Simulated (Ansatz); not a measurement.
Cost and result for the atomization energy of C3H9BS (14 atoms, 14 bonds).

Cartesian coordinates in Å:
```
B 0.082 -0.997 -1.226
C 0.075 0.016 -0.040
C 1.312 0.828 0.255
C -1.202 0.671 0.417
S 0.297 -1.708 0.692
H -0.960 -1.376 -1.680
H 1.110 -1.198 -1.807
H 1.367 1.138 1.302
H 2.224 0.286 -0.001
H 1.285 1.730 -0.365
H -2.074 0.049 0.207
H -1.326 1.605 -0.141
H -1.187 0.920 1.482
H -1.004 -1.964 0.904
```

The species carries charge 0 and has multiplicity 1. The bonds changed during the relaxation, so this is another structure than the one it started from. The geometry is a stationary point of PBE0-D4/def2-TZVP. It is one conformer, not always the lowest. Program: Ansatz. All runs use 4 threads of an Arm Neoverse V1 on a shared host. Times are those of one run each, without the atoms' runs, and a repeat can differ threefold. Electronic energies, without spin–orbit coupling; frozen cores. CCSD(T)/CBS adds CCSD(T) − MP2 in def2-TZVPP to the MP2 limit, and its time is that of the two runs behind it. T1 = 0.011. B3LYP takes the VWN-RPA correlation (the form of Gaussian; ORCA's B3LYP/G).

CCSD(T)/CBS is a level of theory with its own doubt, some kJ/mol a heavy atom from the limit and from the frozen cores, so smaller differences don't rank the functionals.

```json
{"level": "PBE-D4/def2-TZVPP (with forces)", "functions": "292", "wall time": "3.2 s", "atomization (kcal/mol)": "1270.5", "difference from CCSD(T)/CBS": "26.2", "per bond": "1.9"}
{"level": "PBE0-D4/def2-TZVPP", "functions": "292", "wall time": "3.7 s", "atomization (kcal/mol)": "1256.9", "difference from CCSD(T)/CBS": "12.6", "per bond": "0.9"}
{"level": "r2SCAN-D4/def2-TZVPP (with forces)", "functions": "292", "wall time": "6 s", "atomization (kcal/mol)": "1254.0", "difference from CCSD(T)/CBS": "9.7", "per bond": "0.7"}
{"level": "B3LYP-D4/def2-TZVPP (with forces)", "functions": "292", "wall time": "6.5 s", "atomization (kcal/mol)": "1247.6", "difference from CCSD(T)/CBS": "3.3", "per bond": "0.2"}
{"level": "B2PLYP/def2-TZVPP", "functions": "292", "wall time": "7.5 s", "atomization (kcal/mol)": "1233.4", "difference from CCSD(T)/CBS": "-10.9", "per bond": "-0.8"}
{"level": "ωB97X-V/def2-TZVPP", "functions": "292", "wall time": "10 s", "atomization (kcal/mol)": "1249.1", "difference from CCSD(T)/CBS": "4.8", "per bond": "0.3"}
{"level": "ωB97M-V/def2-TZVPP (with forces)", "functions": "292", "wall time": "15 s", "atomization (kcal/mol)": "1252.5", "difference from CCSD(T)/CBS": "8.2", "per bond": "0.6"}
{"level": "MP2/def2-QZVPP", "functions": "568", "wall time": "34 s", "atomization (kcal/mol)": "1246.9", "difference from CCSD(T)/CBS": "2.6", "per bond": "0.2"}
{"level": "CCSD(T)/def2-TZVPP", "functions": "292", "wall time": "4.1 min", "atomization (kcal/mol)": "1217.8", "difference from CCSD(T)/CBS": "-26.5", "per bond": "-1.9"}
{"level": "CCSD(T)/CBS(def2)", "functions": "–", "wall time": "4.6 min", "atomization (kcal/mol)": "1244.3", "difference from CCSD(T)/CBS": "0.0", "per bond": "0.0"}
```

The D4 term adds +12.0 kcal/mol with B3LYP and +6.3 kcal/mol with PBE0; it sums over pairs of atoms, weighted by their polarisabilities, and B3LYP, whose exchange is more repulsive, gets the larger term. From PBE to PBE0 (25 % exact exchange), in def2-TZVPP and without D4, the atomization energy moves by −12.5 kcal/mol: exact exchange takes away binding that semilocal exchange gives to molecules. In def2-TZVPP, CCSD(T) changes the Hartree–Fock value by +280.0 kcal/mol (the triples alone add +16.6 kcal/mol) and MP2 by +293.6 kcal/mol; breaking electron pairs costs correlation energy, which Hartree–Fock lacks.
